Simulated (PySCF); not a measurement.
**Levels of Mg⁷⁺ from EOM-EA-GCCSD**

Reference: closed-shell Mg⁸⁺, [He] 2s2; one electron is added. Calculated with PySCF 2.14, two-component X2C-1e with screened spin-orbit coupling, an uncontracted even-tempered set (18 s from 0.19 bohr⁻², ratio 2.6; 11 p from 0.25 bohr⁻², ratio 2.6; 8 d from 0.26 bohr⁻², ratio 2.8; 4 f from 6.7 bohr⁻², ratio 2.8); frozen nothing; the 30 highest virtual spinors dropped; of the others 56 kept and the rest restored at second order. No Breit or QED terms. Binding energies in eV.

```tsv
level	Koopmans	second order	EOM-CCSD
2p1/2	265.54	266.66	266.08
2p3/2	265.10	266.21	265.66
3s1/2	114.91	115.74	115.92
3d3/2	99.631	99.857	99.985
3d5/2	99.606	99.830	99.957
```

Electric-dipole lines between these computed levels:

| lower | upper | ΔE (eV) | vacuum wavelength (nm) |
| --- | --- | --- | --- |
| 2p1/2 | 3s1/2 | 150.16 | 8.257 |
| 2p1/2 | 3d3/2 | 166.10 | 7.465 |
| 2p3/2 | 3s1/2 | 149.74 | 8.280 |
| 2p3/2 | 3d3/2 | 165.67 | 7.484 |
| 2p3/2 | 3d5/2 | 165.70 | 7.482 |

Quantum defects δ = n − Z_c √(13.6057 eV / E) with Z_c = 8: 2p1/2 0.191, 2p3/2 0.190, 3s1/2 0.259, 3d3/2 0.049, 3d5/2 0.048.

For comparison, the ionisation energy of Mg⁷⁺ is 265.92 eV (semi-empirical (NIST evaluation); NIST Atomic Spectra Database, ionization energies).

Only part of the computed levels is shown.

The screened spin-orbit operator tends to give fine-structure splittings of light species too large.
